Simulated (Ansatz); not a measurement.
Abridged output of a molecular run in Ansatz:

```
Functional definition: HF
826 factors; integrals over basis functions are off by at most 1.1e-3 eV
mean field evaluation 1: about -76647.8934 eV, gradient 4.4e1 eV
mean field evaluation 2: about -76647.9158 eV, gradient 4.4e1 eV
mean field evaluation 4: about -76651.5981 eV, gradient 2.2e0 eV
mean field evaluation 8: about -76651.6292 eV, gradient 2.4e-1 eV
mean field -76651.62946706 eV, -2816.8954265738 hartree, gradient 1.1e-6 eV, S^2 0.000000; 0 other end points of the search recorded, 0 dependent functions left out
16 core orbitals not correlated: weight in the atoms' cores, before any rotation towards them, 1.000 or more for the frozen orbitals, at most 0.000 for the correlated occupied ones
reference -76651.62946706 eV, -2816.8954265738 hartree; 17, 17 occupied and 55, 55 virtual orbitals, 826 factors
second order -18.15850362 eV of doubles, -0.00000000 eV of singles
cycle   1  -18.07922929 eV  change    7.9e-2 eV  update   9.3e-2
cycle   2  -18.45691683 eV  change   -3.8e-1 eV  update   2.7e-2
cycle   3  -18.55339599 eV  change   -9.6e-2 eV  update   1.5e-2
cycle   4  -18.54377102 eV  change    9.6e-3 eV  update   3.1e-3
cycle   5  -18.54207847 eV  change    1.7e-3 eV  update   1.2e-3
cycle   6  -18.54232974 eV  change   -2.5e-4 eV  update   3.6e-4
cycle   7  -18.54208287 eV  change    2.5e-4 eV  update   1.1e-4
cycle   8  -18.54204133 eV  change    4.2e-5 eV  update   3.7e-5
perturbative correction -0.36909981 eV, -0.0135641677 hartree
Total energy: -76670.54060819 eV, -2817.5903981921 hartree
```

Its atoms:

Z-matrix (Å, degrees):
```
Al
F 1 1.641
Se 1 2.301 2 118.9
O 1 1.680 2 117.9 3 180.0
H 3 1.469 1 90.3 2 0.1
H 4 0.955 1 125.2 2 -179.9
```

(1) Which basis set was used?
A. def2-SVPD
B. def2-TZVPP
C. def2-SVP
D. def2-QZVPP

(2) Write the keys of the input that set method, charge and spin (a neutral closed shell needs none for the last two).

Answers

(1) C. It gives 88 functions.

(2) 
```yaml
correlation: {method: ccsd_t}
```
